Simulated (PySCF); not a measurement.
Input of a run (PBE0-D3(BJ)/def2-SVP geometry optimisation, gas phase, def2 core potentials past Kr (PySCF 2.14.0)), started from GFN2-xTB:
```
{"job": {"xc": "PBE0", "basis": "def2-SVP", "d3": "d3bj", "grid": 1, "maxiter": 30, "shake": 0.01, "kind": "geom"}, "charge": 0, "multiplicity": 1}
C     -1.740500    -0.415430     0.529380
O     -0.611440    -1.197400     0.334460
C      0.423270    -0.570800    -0.160060
C      1.758760    -0.735180    -0.485520
P      1.241110     0.999390    -0.550980
Te     1.747110     2.716360     0.928700
H     -2.514150    -1.046360     0.940760
H     -2.090260     0.029540    -0.431920
H     -1.553270     0.432830     1.240330
H      2.500460    -1.472780    -0.492210
H      0.877020     1.234000    -1.868610
```

Output (energies in Eh, forces in Eh/bohr):
```
step   0  E = -801.25431154  max force = 0.086265
step   1  E = -801.26268291  max force = 0.006017
step   2  E = -801.26318196  max force = 0.002966
step   3  E = -801.26324098  max force = 0.000774
step   4  E = -801.26325265  max force = 0.000901
step   5  E = -801.26325147  max force = 0.000741
step   6  E = -801.26325072  max force = 0.000541
step   7  E = -801.26325413  max force = 0.000298
optimisation converged
```

Summarise the run.

The energy falls by 23.5 kJ/mol over 8 energy and gradient evaluations, the largest force component goes from 0.0863 to 3.0e-04 Eh/bohr, and the atoms move by 0.057 Å rms after alignment. The bond that changes most is C3=C4 (vinylic carbon bearing oxygen to alkene CH carbon), which shortens by 0.055 Å. Bonds longer at the end by more than 0.005 Å: 4 of 11; shorter: 5. Among the angles that change most is Te6–P5–H11, from 122.5° to 115.0°. The energy rose by more than 1e-6 Eh at step 5. The first step brought 94 % of the lowering.

What are the final bond lengths?

C1–O2 1.424 Å, O2–C3 1.307 Å, C3=C4 1.330 Å, C4–P5 1.785 Å, P5=Te6 2.327 Å, C3–P5 1.783 Å, C1–H7 1.096 Å, C1–H8 1.101 Å, C1–H9 1.100 Å, C4–H10 1.090 Å, P5–H11 1.423 Å. Numbering counts from 1 in the input's order; the species is `C1[P@H](=[Te])C=1OC`.

The run used 125 basis functions and 62 SCF cycles in all. On Arm Neoverse V2, one thread, shared host with 96 logical CPUs at a one-minute load of 34, this took 52 s wall and 0.54 GiB of memory at its peak.

No frequency check. One conformer, not necessarily the lowest.

Shape of the structure used: `[CH3:1][O:2][C:3]1=[CH:4][P@@H:5]1=[Te:6]`: C1–O2–C3–C4 175°.
